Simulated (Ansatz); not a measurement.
Consider the atomization: `CB[SiH](O)[SiH3]` → B• + C• + 9 H• + O• + 2 Si•.

Calculated with Ansatz (gas phase, PBE0-D4/def2-TZVP geometries, no zero-point term in ΔE). CCSD(T)/CBS is the MP2 limit (def2-TZVPP, def2-QZVPP) plus CCSD(T) − MP2 in def2-TZVPP, frozen cores. This one scheme is used for every species, atoms too. DFT in def2-TZVPP. Open shells (•) are unrestricted, without spin–orbit coupling. Spin–orbit coupling would lower the free atoms: a little for B, C, O, Si. Each species was taken in one conformer, which may not be the lowest.

| level | ΔE (kcal/mol) |
| --- | --- |
| PBE-D4 | 1149.0 |
| ωB97X-V | 1149.4 |
| B2PLYP | 1129.8 |
| PBE0 | 1133.0 |
| MP2/def2-TZVPP | 1120.4 |
| HF/def2-QZVPP | 868.4 |
| HF/CBS(def2) | 868.7 |
| MP2/CBS(def2) | 1148.2 |

(1) What does CCSD(T)/CBS give? (An estimate is asked.)

Largest T1 diagnostic among the species: 0.014.

Results:

(1) Computed: +1143.0 kcal/mol. The listed levels differ from it by 6.0, 6.4, -13.2, -10.0, -22.6, -274.6, -274.3, 5.2 kcal/mol.

In def2-TZVPP, CCSD(T) changes the Hartree–Fock value by +248.5 kcal/mol (the triples alone add +12.0 kcal/mol) and MP2 by +253.6 kcal/mol; breaking electron pairs costs correlation energy, which Hartree–Fock lacks. From PBE to PBE0 (25 % exact exchange), in def2-TZVPP and without D4, ΔE moves by −9.0 kcal/mol: exact exchange takes away binding that semilocal exchange gives to molecules.

For atomizations the MP2-based limit and the directly extrapolated one differ by several kJ/mol either way, and by 10 to 25 for some Ge, Se and Sn compounds, so smaller differences from it don't rank the levels.
